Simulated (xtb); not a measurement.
A run for xtb: GFN2-xTB on CF (SMILES [C]F), 2S+1 = 2, a spin state set in the input, which need not be the lowest.

```
$ xtb mol.xyz --gfn 2 --sp --chrg 0 --uhf 1
2

C     -0.00000000    -0.00000000    -0.76527822
F      0.00000000     0.00000000     0.51018548
```

The head of its log:

```
[...]
           -------------------------------------------------
          |                Calculation Setup                |
           -------------------------------------------------



           -------------------------------------------------
          |                 G F N 2 - x T B                 |
           -------------------------------------------------

        Reference                      10.1021/acs.jctc.8b01176
      * Hamiltonian:
        H0-scaling (s, p, d)           1.850000    2.230000    2.230000
        zeta-weighting                 0.500000
      * Dispersion:
        s8                             2.700000
        a1                             0.520000
        a2                             5.000000
        s9                             5.000000
      * Repulsion:
        kExp                           1.500000    1.000000
        rExp                           1.000000
      * Coulomb:
        alpha                          2.000000
        third order                    shell-resolved
        anisotropic                    true
        a3                             3.000000
        a5                             4.000000
        cn-shift                       1.200000
        cn-exp                         4.000000
        max-rad                        5.000000


          ...................................................
          :                      SETUP                      :
          :.................................................:
          :  # basis functions                   8          :
          :  # atomic orbitals                   8          :
          :  # shells                            4          :
          :  # electrons                        11          :
          :  max. iterations                   250          :
          :  Hamiltonian                  GFN2-xTB          :
          :  restarted?                      false          :
          :  GBSA solvation                  false          :
          :  PC potential                    false          :
          :  electronic temp.          300.0000000     K    :
          :  accuracy                    1.0000000          :
          :  -> integral cutoff          0.2500000E+02      :
          :  -> integral neglect         0.1000000E-07      :
          :  -> SCF convergence          0.1000000E-05 Eh   :
          :  -> wf. convergence          0.1000000E-03 e    :
          :  Broyden damping             0.4000000          :
          :  net charge                          0          :
          :  unpaired electrons                  1          :
          ...................................................

 iter      E             dE          RMSdq      gap      omega  full diag
   1     -6.6679107 -0.666791E+01  0.902E+00    0.00       0.0  T
   2     -6.6692890 -0.137828E-02  0.589E+00    0.00       1.0  T
```

Question: What total energy does the run end on?

Answer: -6.6530 hartree.
